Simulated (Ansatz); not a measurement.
Energy profile

The step: SiNH₅ ([NH2][SiH3]) + CH₄ → CH₇NSi ([CH3][SiH2][NH2]) + H₂; bonds formed: Si1–C7, H2–H6; bonds broken: Si1–H2, H6–C7 (atoms numbered as in the saddle structure below).

```json
{"atom": "Si1", "x (Å)": "0.4483", "y (Å)": "-0.2195", "z (Å)": "-0.3859"}
{"atom": "H2", "x (Å)": "0.6620", "y (Å)": "-1.7017", "z (Å)": "0.3703"}
{"atom": "H3", "x (Å)": "-0.5799", "y (Å)": "-0.9394", "z (Å)": "-1.1908"}
{"atom": "H4", "x (Å)": "1.5036", "y (Å)": "0.2517", "z (Å)": "0.5566"}
{"atom": "N5", "x (Å)": "0.8309", "y (Å)": "0.9156", "z (Å)": "-1.6147"}
{"atom": "H6", "x (Å)": "-0.1071", "y (Å)": "-1.1309", "z (Å)": "0.8982"}
{"atom": "C7", "x (Å)": "-0.9645", "y (Å)": "-0.0673", "z (Å)": "1.1964"}
{"atom": "H8", "x (Å)": "0.3708", "y (Å)": "0.9401", "z (Å)": "-2.5109"}
{"atom": "H9", "x (Å)": "1.5523", "y (Å)": "1.6127", "z (Å)": "-1.5200"}
{"atom": "H10", "x (Å)": "-0.6111", "y (Å)": "0.0732", "z (Å)": "2.2194"}
{"atom": "H11", "x (Å)": "-1.8795", "y (Å)": "-0.6617", "z (Å)": "1.1655"}
{"atom": "H12", "x (Å)": "-1.2258", "y (Å)": "0.9272", "z (Å)": "0.8160"}
```

Electronic energies by CCSD(T) at an estimated basis limit (MP2 extrapolated from triple and quadruple zeta, plus CCSD(T) − MP2 in triple zeta), on PBE0-D4/def2-TZVP structures; CH9NSi, closed shell; no counterpoise correction. Program: Ansatz 0.2.0. Basis: def2-TZVPP and def2-QZVPP. Cores are frozen in the correlated methods. Extrapolation: Hartree–Fock as exp(−7.88 √X), correlation as X^−2.97.

Q: Give the profile in kcal/mol, counted from the separated reactants. (An estimate is asked for; the value comes from the calculation.)

A: The calculation gives:
| point | kcal/mol |
| --- | --- |
| separated: SiNH5 (linked as [NH2][SiH3]; Si1, H2, H3, H4, N5, H8, H9; singlet) + CH4 (H6, C7, H10, H11, H12; singlet) | 0.00 |
| start structure | -0.90 |
| saddle | 71.96 |
| end structure | 4.92 |
| separated: CH7NSi (linked as [CH3][SiH2][NH2]; Si1, H3, H4, N5, C7, H8, H9, H10, H11, H12; singlet) + H2 (H2, H6; singlet) | 5.35 |

The T1 diagnostic stays at or below 0.012.

For scale, one of the runs: CCSD(T)/def2-TZVPP, 230 basis functions, launched by `ansatz run in.yaml --threads 4 --pin off --events-out ev --progress --plain --max-ram 9574MiB`. The run took 44 s on 4 CPU threads of an Arm Neoverse V2 (shared host), with 3.9 GiB of host memory at its peak.
